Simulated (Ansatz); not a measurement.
C4H12GeO4, SMILES `C[O][Ge]([O]C)([O]C)[O]C`, relaxed with RKS PBE0-D4/def2-TZVP in Ansatz 0.2.0 from a PBE-D4/def2-SVP geometry. The force threshold is 0.005 eV/Å; the program also tests the step.

Charge 0, multiplicity 1.

Start:

```xyz
21

C    -0.279   -0.449    2.705
O    -0.165   -1.063    1.426
Ge   -0.001    0.000    0.005
O    -1.357    1.143   -0.171
C    -2.668    0.604   -0.293
O     0.107   -1.162   -1.343
C     0.251   -0.641   -2.659
O     1.412    1.082    0.105
C     2.696    0.485    0.246
H    -0.377   -1.256    3.459
H     0.615    0.162    2.966
H    -1.173    0.210    2.785
H    -2.976    0.021    0.605
H    -3.372    1.454   -0.410
H    -2.777   -0.060   -1.181
H    -0.609    0.000   -2.961
H     0.303   -1.500   -3.358
H     1.180   -0.038   -2.781
H     2.959   -0.172   -0.614
H     3.444    1.303    0.296
H     2.786   -0.123    1.175
```

Question: By how much does the energy fall, and how many steps does the optimiser take? (Estimate.)

Answer: Computed: 11.23 kJ/mol, in 6 steps, 1 of them rejected.

Question: Which bonds change most? (An estimate is asked.)

Answer: Computed: Ge3–O6 from 1.782 to 1.754 Å; Ge3–O8 from 1.782 to 1.754 Å; Ge3–O4 from 1.782 to 1.754 Å; O2–Ge3 from 1.782 to 1.754 Å.

Question: Give the relaxed structure. (Estimate.)

Answer: Ansatz gave: 
```xyz
21

C    -0.277   -0.442    2.679
O    -0.163   -1.041    1.403
Ge    0.000    0.000    0.001
O    -1.338    1.121   -0.173
C    -2.647    0.598   -0.286
O     0.107   -1.140   -1.328
C     0.250   -0.635   -2.641
O     1.394    1.060    0.101
C     2.675    0.479    0.248
H    -0.372   -1.246    3.412
H     0.604    0.157    2.932
H    -1.161    0.201    2.753
H    -2.939    0.026    0.602
H    -3.330    1.442   -0.395
H    -2.755   -0.052   -1.162
H    -0.600   -0.007   -2.934
H     0.299   -1.489   -3.319
H     1.166   -0.045   -2.757
H     2.932   -0.168   -0.598
H     3.401    1.293    0.294
H     2.755   -0.111    1.167
```
